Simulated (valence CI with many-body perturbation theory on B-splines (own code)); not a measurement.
## Forbidden lines of Tc XXXIX

Computed by relativistic CI+MBPT: three valence electrons over a frozen Dirac-Fock core [He], radial functions for each j: 11 s, 11 p, 9 d, 7 f, 5 g, 2 h, 1 i, with the one-electron correlation potential Σ1 (screened to all orders), the two-electron term Σ2, the three-electron term Σ3, Breit, model QED; selected single and double excitations, second order for the rest (own B-spline code, finite nucleus).

No measured spectrum was set against this ion. As an estimate, large intervals hold to a few tenths of a per cent, small ones and those within an open d or f shell to about a per cent.

Lines 1 to 22 of 22 in falling wavelength, among levels below 3600.8 eV, chosen from the decays that carry over 1 % of a level's rate. Wavelengths and rates use the calculated energies. Electric multipoles are in the length gauge, E1 and E2 with the static RPA response of the core. S is in atomic units (e²a₀⁴ for E2 and M2, e²a₀⁶ for E3), for M1 in squared Bohr magnetons. Weak lines are less certain than strong ones. Lines between different terms over intervals too small for the method are left out, as are lines whose strength nearly cancels. The highest levels of a list are the least certain.

Levels are named by their leading jj configuration (3d3/2^4 stands for four electrons in 3d with j = 3/2), which in mixed levels can hold well under half, so a name can repeat and another be missing. Letters in brackets count levels of one name in rising energy.

| λ vac (Å) | Upper | Lower | Type | A (s⁻¹) | S (a.u.) |
| --- | --- | --- | --- | --- | --- |
| 124.7 | (2s 2p1/2 2p3/2) J=3/2 [a] | (2s 2p1/2^2) J=1/2 | M1 | 8.11e+06 | 2.33e+00 |
| 93.64 | (2s^2 2p3/2) J=3/2 | (2s^2 2p1/2) J=1/2 | M1 | 1.08e+07 | 1.32e+00 |
| 4.154 | (2s 2p3/2 3p3/2) J=7/2 | (2s 2p3/2^2) J=3/2 | E2 | 1.49e+09 | 1.31e-05 |
| 4.094 | (2s^2 3p1/2) J=1/2 | (2s^2 2p3/2) J=3/2 | E2 | 1.05e+11 | 2.15e-04 |
| 4.075 | (2s 2p3/2 3p3/2) J=7/2 | (2s 2p3/2^2) J=5/2 | E2 | 2.65e+10 | 2.13e-04 |
| 4.054 | (2s 2p1/2 3p3/2) J=5/2 | (2s 2p1/2 2p3/2) J=5/2 | E2 | 2.98e+10 | 1.75e-04 |
| 4.046 | (2s^2 3p3/2) J=3/2 | (2s^2 2p3/2) J=3/2 | E2 | 4.39e+10 | 1.70e-04 |
| 4.022 | (2s 2p3/2 3d5/2) J=9/2 | (2s 2p3/2^2) J=5/2 | M2 | 1.00e+09 | 9.41e-06 |
| 4.022 | (2s 2p3/2 3d5/2) J=9/2 | (2s 2p3/2^2) J=5/2 | E3 | 3.85e+07 | 2.09e-05 |
| 3.912 | (2s 2p3/2 3p3/2) J=7/2 | (2s 2p1/2 2p3/2) J=5/2 | E2 | 3.59e+10 | 2.35e-04 |
| 3.897 | (2s 2p1/2 3p3/2) J=5/2 | (2s 2p1/2^2) J=1/2 | E2 | 5.71e+10 | 2.75e-04 |
| 3.882 | (2s 2p3/2 3p3/2) J=7/2 | (2s 2p1/2 2p3/2) J=3/2 [a] | E2 | 4.26e+10 | 2.68e-04 |
| 3.878 | (2s^2 3p3/2) J=3/2 | (2s^2 2p1/2) J=1/2 | E2 | 4.82e+10 | 1.51e-04 |
| 3.863 | (2s 2p3/2 3d5/2) J=9/2 | (2s 2p1/2 2p3/2) J=5/2 | M2 | 1.06e+08 | 8.10e-07 |
| 3.863 | (2s 2p3/2 3d5/2) J=9/2 | (2s 2p1/2 2p3/2) J=5/2 | E3 | 5.39e+07 | 2.20e-05 |
| 3.834 | (2s 2p3/2 3d5/2) J=9/2 | (2s 2p1/2 2p3/2) J=3/2 [a] | E3 | 7.89e+07 | 3.05e-05 |
| 3.750 | (2p1/2 2p3/2 3d3/2) J=7/2 | (2s 2p1/2 2p3/2) J=3/2 [b] | E2 | 6.62e+10 | 3.50e-04 |
| 3.705 | (2p1/2 2p3/2 3d3/2) J=7/2 | (2s 2p1/2 2p3/2) J=5/2 | E2 | 1.51e+11 | 7.54e-04 |
| 3.694 | (2p1/2 2p3/2 3d5/2) J=9/2 | (2s 2p1/2 2p3/2) J=5/2 | E2 | 2.75e+11 | 1.69e-03 |
| 3.689 | (2p1/2 2p3/2 3d3/2) J=1/2 | (2s 2p1/2 2p3/2) J=3/2 [a] | E2 | 2.42e+11 | 2.96e-04 |
| 3.683 | (2p1/2 2p3/2 3d5/2) J=7/2 | (2s 2p1/2 2p3/2) J=3/2 [a] | E2 | 2.38e+11 | 1.15e-03 |
| 3.679 | (2p1/2 2p3/2 3d3/2) J=7/2 | (2s 2p1/2 2p3/2) J=3/2 [a] | E2 | 3.44e+10 | 1.66e-04 |
